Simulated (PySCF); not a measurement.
Ionisation energy of P(2+) by level of theory

P(2+) [Ne] 3s2 3p1 (2P) → P(3+) [Ne] 3s2 (1S), as a difference of total energies. Calculation: PySCF 2.14, in dyall-av3z (19s12p3d2f, 84 functions); the spin-free X2C one-electron Hamiltonian (Gaussian nucleus). Correlated levels: valence: [Ne] frozen; virtual orbitals above 40 to 60 times the deepest correlated orbital energy dropped. The calculations carry no spin-orbit coupling.

```csv
method,ionisation energy (eV)
UHF,29.573
MP2 (valence),29.870
SCS-MP2 (valence),29.859
CCSD (valence),29.989
CCSD(T) (valence),30.018
```

Problem. How much does correlation contribute at CCSD(T) (valence)?

Solution. 30.018 − (29.573) = 0.445 eV, measured against UHF.

A first-order spin-orbit estimate (lowest level to lowest level, LS coupling) adds 0.041 eV.

Errors of the correlated levels include the incompleteness of this basis and the frozen core.

For comparison: 30.203 eV (measured; NIST Atomic Spectra Database, ionization energies).
